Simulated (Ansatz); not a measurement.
CBP, `c1ccc2c(c1)c1ccccc1n2-c1ccc(-c2ccc(-n3c4ccccc4c4ccccc43)cc2)cc1` was relaxed with PBE-D4 (def2-SVP) in Ansatz in these states: charge +1 doublet, charge -1 doublet, neutral singlet. The geometries follow in no particular order.

Single mean-field runs in def2-SVP are fitted with def2-universal-jkfit.

A:

```xyz
62

C    -1.118   -5.588    6.244
C    -1.468   -4.282    5.820
C    -1.005   -3.765    4.600
C    -0.184   -4.582    3.808
C     0.161   -5.917    4.209
C    -0.310   -6.406    5.447
C     0.960   -6.475    3.149
C     1.588   -7.722    2.942
C     2.340   -7.926    1.780
C     2.478   -6.896    0.817
C     1.856   -5.650    0.990
C     1.091   -5.451    2.150
N     0.390   -4.314    2.562
C     0.280   -3.097    1.839
C     0.636   -1.861    2.435
C     0.523   -0.669    1.725
C     0.056   -0.624    0.370
C    -0.056    0.624   -0.370
C    -0.216    0.656   -1.795
C    -0.319    1.847   -2.506
C    -0.280    3.097   -1.839
N    -0.390    4.314   -2.562
C     0.512    5.381   -2.513
C     1.715    5.493   -1.798
C     2.453    6.679   -1.933
C     2.000    7.735   -2.762
C     0.808    7.617   -3.484
C     0.050    6.430   -3.377
C    -1.171    5.962   -3.981
C    -2.086    6.512   -4.905
C    -3.222    5.779   -5.262
C    -3.464    4.499   -4.704
C    -2.566    3.922   -3.792
C    -1.419    4.653   -3.445
C    -0.128    3.098   -0.430
C    -0.015    1.903    0.275
C    -0.291   -1.890   -0.206
C    -0.189   -3.084    0.502
H    -1.489   -5.961    7.211
H    -2.116   -3.660    6.457
H    -1.276   -2.753    4.267
H    -0.045   -7.423    5.777
H     1.487   -8.523    3.691
H     2.833   -8.896    1.610
H     3.087   -7.073   -0.084
H     1.964   -4.848    0.246
H     1.029   -1.855    3.463
H     0.845    0.260    2.217
H    -0.215   -0.288   -2.360
H    -0.408    1.828   -3.604
H     2.064    4.671   -1.158
H     3.402    6.788   -1.385
H     2.597    8.657   -2.840
H     0.462    8.438   -4.132
H    -1.904    7.509   -5.336
H    -3.941    6.200   -5.982
H    -4.372    3.945   -4.988
H    -2.752    2.930   -3.355
H    -0.124    4.058    0.109
H     0.065    1.953    1.371
H    -0.694   -1.925   -1.229
H    -0.497   -4.031    0.032
```

B:

Cartesian coordinates in Å:
```
C -5.571 -1.189 6.176
C -4.845 -1.872 5.178
C -3.964 -1.191 4.325
C -3.846 0.200 4.491
C -4.553 0.900 5.513
C -5.423 0.198 6.357
C -4.137 2.292 5.437
C -4.497 3.446 6.144
C -3.917 4.674 5.780
C -3.002 4.754 4.710
C -2.630 3.613 3.985
C -3.189 2.384 4.375
N -3.022 1.110 3.808
C -2.169 0.797 2.734
C -2.636 0.009 1.658
C -1.788 -0.295 0.595
C -0.446 0.164 0.562
C 0.446 -0.164 -0.562
C 1.529 0.682 -0.913
C 2.380 0.375 -1.973
C 2.170 -0.797 -2.734
N 3.022 -1.110 -3.808
C 2.610 -1.516 -5.088
C 1.310 -1.636 -5.608
C 1.182 -2.028 -6.949
C 2.316 -2.276 -7.749
C 3.614 -2.123 -7.231
C 3.766 -1.737 -5.893
C 4.923 -1.455 -5.057
C 6.306 -1.520 -5.270
C 7.172 -1.209 -4.207
C 6.665 -0.854 -2.940
C 5.285 -0.786 -2.702
C 4.425 -1.068 -3.778
C 1.093 -1.651 -2.403
C 0.255 -1.337 -1.336
C 0.004 0.950 1.654
C -0.837 1.267 2.719
H -6.251 -1.753 6.831
H -4.962 -2.960 5.071
H -3.380 -1.735 3.571
H -5.974 0.718 7.154
H -5.229 3.396 6.964
H -4.190 5.588 6.327
H -2.578 5.729 4.431
H -1.940 3.689 3.133
H -3.685 -0.318 1.640
H -2.192 -0.859 -0.257
H 1.678 1.629 -0.375
H 3.184 1.068 -2.256
H 0.422 -1.414 -5.001
H 0.177 -2.134 -7.384
H 2.182 -2.580 -8.797
H 4.493 -2.294 -7.869
H 6.709 -1.820 -6.249
H 8.260 -1.255 -4.361
H 7.363 -0.636 -2.118
H 4.898 -0.540 -1.703
H 0.955 -2.588 -2.959
H -0.538 -2.047 -1.062
H 1.052 1.278 1.694
H -0.454 1.838 3.575
```

C:

```xyz
62

C    -3.820    6.266   -4.133
C    -3.837    4.865   -3.950
C    -2.934    4.227   -3.089
C    -1.999    5.030   -2.413
C    -1.980    6.449   -2.572
C    -2.898    7.063   -3.443
C    -0.934    6.953   -1.704
C    -0.429    8.239   -1.439
C     0.635    8.380   -0.540
C     1.204    7.248    0.085
C     0.720    5.956   -0.160
C    -0.360    5.821   -1.049
N    -1.014    4.663   -1.488
C    -0.727    3.343   -1.067
C    -0.491    2.327   -2.014
C    -0.217    1.023   -1.593
C    -0.150    0.691   -0.220
C     0.150   -0.691    0.220
C     0.880   -0.939    1.406
C     1.173   -2.240    1.822
C     0.727   -3.343    1.067
N     1.014   -4.663    1.488
C     1.597   -5.664    0.700
C     2.061   -5.602   -0.624
C     2.635   -6.759   -1.168
C     2.751   -7.949   -0.415
C     2.302   -8.000    0.910
C     1.724   -6.853    1.482
C     1.190   -6.550    2.794
C     1.025   -7.301    3.972
C     0.434   -6.697    5.088
C    -0.001   -5.354    5.033
C     0.153   -4.582    3.873
C     0.762   -5.187    2.762
C    -0.009   -3.115   -0.113
C    -0.282   -1.809   -0.529
C    -0.381    1.724    0.717
C    -0.674    3.028    0.306
H    -4.542    6.732   -4.819
H    -4.579    4.258   -4.491
H    -2.965    3.139   -2.942
H    -2.893    8.155   -3.574
H    -0.864    9.119   -1.937
H     1.038    9.380   -0.321
H     2.048    7.380    0.779
H     1.178    5.080    0.320
H    -0.499    2.575   -3.085
H    -0.005    0.252   -2.348
H     1.264   -0.091    1.993
H     1.776   -2.413    2.725
H     1.988   -4.677   -1.213
H     3.005   -6.736   -2.204
H     3.203   -8.840   -0.876
H     2.405   -8.923    1.502
H     1.351   -8.352    4.010
H     0.300   -7.272    6.016
H    -0.475   -4.902    5.917
H    -0.201   -3.542    3.835
H    -0.388   -3.972   -0.688
H    -0.885   -1.653   -1.437
H    -0.375    1.492    1.792
H    -0.889    3.809    1.048
```

Question: Judge from the bond lengths which geometry belongs to which state (an estimate).

Answer: A is the charge -1 doublet (C17–C18 1.456 Å, C18–C36 1.434 Å, C17–C37 1.434 Å); B is the charge +1 doublet (C17–C18 1.472 Å, C18–C36 1.418 Å, C17–C37 1.418 Å); C is the neutral singlet (C17–C18 1.481 Å, C18–C36 1.414 Å, C17–C37 1.414 Å).

At PBE-D4/def2-SVP the highest occupied level of the relaxed charge -1 doublet lies above zero (up to 0.62 eV). By energy differences its removal costs 0.82 eV (each at its own geometry, to the charge 0 singlet, at PBE-D4/def2-SVP); self-interaction error and the lack of diffuse functions both raise the level. At PBE-D4/def2-SVP the gap within one spin of the relaxed charge -1 doublet nearly closes, so an electron or hole may be smeared out by delocalisation error.
